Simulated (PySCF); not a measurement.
## Correlation energy of K²⁺ (potassium, charge +2)

[Ne] 3s2 3p5, 2P determinant. Calculation: PySCF 2.14, in cc-pVTZ-X2C; scalar relativity by spin-free X2C-1e. Frozen: [Ne] 3s2; 5 electrons correlated.

Total MP2 correlation energy: -43.21 mhartree.

Same-spin part -13.81 and opposite-spin part -29.41 mhartree; SCS-MP2 scales them by 1/3 and 6/5 to -39.89 mhartree.

```tsv
level	correlation energy (mhartree)
CCSD	-50.89
(T)	-0.06
CCSD(T)	-50.95
```

Diagnostics: T1 = 0.0013, D1 = 0.0019, largest double amplitude 0.026.

Q: Is a single reference adequate?

A: Yes: T1 lies below 0.03 and no double amplitude reaches 0.07.
